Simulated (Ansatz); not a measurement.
Reactions of BClGeH5NO (`OB(Cl)[NH][GeH3]`).

Calculated with Ansatz (gas phase, PBE0-D4/def2-TZVP geometries, no zero-point term in ΔE). CCSD(T)/CBS adds triple-zeta CCSD(T) − MP2 to the extrapolated MP2 energy (def2 sets, frozen cores). This one scheme is used for every species. DFT in def2-TZVPP. Open shells (•) are unrestricted, without spin–orbit coupling. For Ge outer-core shells are correlated without core-valence functions, which leaves a few kJ/mol of doubt a bond. Scalar relativity is left out up to krypton. Each species was taken in one conformer, which may not be the lowest.

| reaction | CCSD/CBS(def2) (kJ/mol) | ωB97M-V (kJ/mol) |
| --- | --- | --- |
| `OB(Cl)[NH][GeH3]` + H₂ → `OBCl` + `[NH2][GeH3]` | 81 | 84 |
| `OB(Cl)[NH][GeH3]` + HCl → `OB(Cl)Cl` + `[NH2][GeH3]` | 34 | 30 |
| `OB(Cl)[NH][GeH3]` → `O[B]Cl`• + `[NH][GeH3]`• | 571 | 582 |
| `OB(Cl)[NH][GeH3]` + CH₃SH → `CSB(O)Cl` + `[NH2][GeH3]` | 41 | 39 |
| `OB(Cl)[NH][GeH3]` + `CN[SiH2]O` → `C[N]([GeH3])[SiH2]O` + `NB(O)Cl` | -13 | -14 |
| `OB(Cl)[NH][GeH3]` + `OBF` → `FB[O][GeH3]` + `NB(O)Cl` | -30 | -32 |

(1) Give the CCSD(T)/CBS values in the same order. (Best estimate.)

Largest T1 diagnostic: 0.015, for `O[B]Cl`•.

Answers

(1) The calculation gave: 85, 33, 580, 38, -14, -28 kJ/mol.
